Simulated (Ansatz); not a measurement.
Steps of a relaxation of C4H7Br, SMILES `C[C@H]1C[C@@H]1Br` with RKS PBE0-D4/def2-TZVP.

```sh
$ ansatz run in.yaml --threads 4 --pin off --events-out ev --progress --plain --max-ram 10444MiB
```

```yaml
crystal:
  periodic: [false, false, false]
  atoms:
    - {symbol: C, position_ang: [-1.376330, -0.495007, 0.475990]}
    - {symbol: C, position_ang: [-0.103019, 0.317131, 0.394467]}
    - {symbol: C, position_ang: [1.246509, -0.332390, 0.138217]}
    - {symbol: C, position_ang: [0.592420, 0.504911, -0.925801]}
    - {symbol: Br, position_ang: [1.329243, 2.224078, -1.413859]}
    - {symbol: H, position_ang: [-2.265262, 0.126033, 0.241711]}
    - {symbol: H, position_ang: [-1.516678, -0.919599, 1.491931]}
    - {symbol: H, position_ang: [-1.358187, -1.344532, -0.237497]}
    - {symbol: H, position_ang: [-0.065819, 1.194254, 1.063005]}
    - {symbol: H, position_ang: [2.123914, 0.086433, 0.654620]}
    - {symbol: H, position_ang: [1.293642, -1.420871, -0.034607]}
    - {symbol: H, position_ang: [0.176669, 0.004359, -1.814079]}
basis:
  gaussian: {orbitals: def2-TZVP}
hamiltonian: {xc: pbe0, dispersion: d4}
relax: {f_tol: 0.005, max_steps: 150}
```

Positions (Å) and forces (eV/Å) along the path, 5 of 5 steps:

```xyz
12
step=1 energy=-74296.2916 eV
C    -1.376   -0.495    0.476   -0.171   -0.168   -0.013
C    -0.103    0.317    0.394    0.231    0.238   -0.011
C     1.247   -0.332    0.138    0.044    0.024   -0.028
C     0.592    0.505   -0.926   -0.194   -0.296    0.025
Br    1.329    2.224   -1.414   -0.140   -0.367    0.137
H    -2.265    0.126    0.242    0.443   -0.287    0.105
H    -1.517   -0.920    1.492    0.095    0.228   -0.485
H    -1.358   -1.345   -0.237    0.010    0.415    0.327
H    -0.066    1.194    1.063   -0.003   -0.484   -0.373
H     2.124    0.086    0.655   -0.509   -0.216   -0.291
H     1.294   -1.421   -0.035   -0.061    0.610    0.086
H     0.177    0.004   -1.814    0.255    0.301    0.520
12
step=2 energy=-74296.3419 eV
C    -1.366   -0.494    0.473   -0.045   -0.051    0.008
C    -0.103    0.319    0.393    0.136    0.041   -0.067
C     1.237   -0.330    0.137   -0.052    0.030   -0.022
C     0.584    0.500   -0.921   -0.038   -0.078    0.096
Br    1.324    2.204   -1.397   -0.036   -0.099    0.028
H    -2.246    0.119    0.238    0.120   -0.086    0.030
H    -1.502   -0.910    1.479    0.020    0.060   -0.141
H    -1.342   -1.334   -0.234    0.006    0.121    0.098
H    -0.064    1.186    1.052   -0.009   -0.138   -0.113
H     2.104    0.084    0.644   -0.138   -0.055   -0.093
H     1.278   -1.406   -0.031   -0.028    0.170    0.030
H     0.174    0.006   -1.798    0.066    0.084    0.145
12
step=3 energy=-74296.3469 eV
C    -1.361   -0.494    0.472    0.000    0.011   -0.007
C    -0.103    0.320    0.391    0.032   -0.002   -0.006
C     1.230   -0.329    0.136   -0.014    0.017    0.001
C     0.582    0.501   -0.918   -0.012   -0.012    0.008
Br    1.327    2.197   -1.391    0.003   -0.002    0.003
H    -2.239    0.111    0.235   -0.008    0.000   -0.002
H    -1.496   -0.906    1.475    0.002   -0.001    0.007
H    -1.331   -1.332   -0.229    0.002   -0.008   -0.006
H    -0.064    1.184    1.046   -0.007    0.007    0.013
H     2.097    0.081    0.637    0.009    0.002    0.005
H     1.263   -1.401   -0.028   -0.003   -0.006   -0.004
H     0.172    0.012   -1.791   -0.004   -0.004   -0.012
12
step=4 energy=-74296.3470 eV
C    -1.361   -0.494    0.472   -0.001   -0.001    0.000
C    -0.103    0.321    0.392    0.011    0.007   -0.001
C     1.230   -0.329    0.136   -0.003    0.000    0.002
C     0.581    0.501   -0.918   -0.003   -0.004   -0.001
Br    1.328    2.196   -1.391    0.002    0.002   -0.001
H    -2.239    0.111    0.234    0.000    0.000   -0.001
H    -1.496   -0.906    1.475   -0.001   -0.001    0.002
H    -1.330   -1.332   -0.229    0.001   -0.002    0.000
H    -0.065    1.185    1.047   -0.006    0.000    0.002
H     2.097    0.082    0.636    0.002   -0.001   -0.001
H     1.263   -1.400   -0.029   -0.001   -0.002    0.000
H     0.170    0.012   -1.791   -0.001    0.002   -0.001
12
step=5 energy=-74296.3470 eV
C    -1.360   -0.494    0.472    0.001    0.000   -0.002
C    -0.102    0.322    0.392    0.002    0.004    0.003
C     1.230   -0.329    0.136    0.002    0.002    0.000
C     0.581    0.501   -0.917   -0.004   -0.004   -0.004
Br    1.329    2.196   -1.391    0.000   -0.001    0.000
H    -2.239    0.109    0.232    0.000   -0.001    0.000
H    -1.496   -0.906    1.475    0.000    0.000    0.000
H    -1.327   -1.333   -0.228   -0.001   -0.001    0.001
H    -0.066    1.185    1.048    0.000   -0.001    0.001
H     2.098    0.081    0.635   -0.001   -0.001    0.001
H     1.260   -1.401   -0.028    0.000    0.000    0.000
H     0.169    0.013   -1.790    0.002    0.003   -0.001
```

Run time 36 s (4 threads of an Intel Xeon Platinum 8175M on a shared host); peak host memory 0.65 GiB.
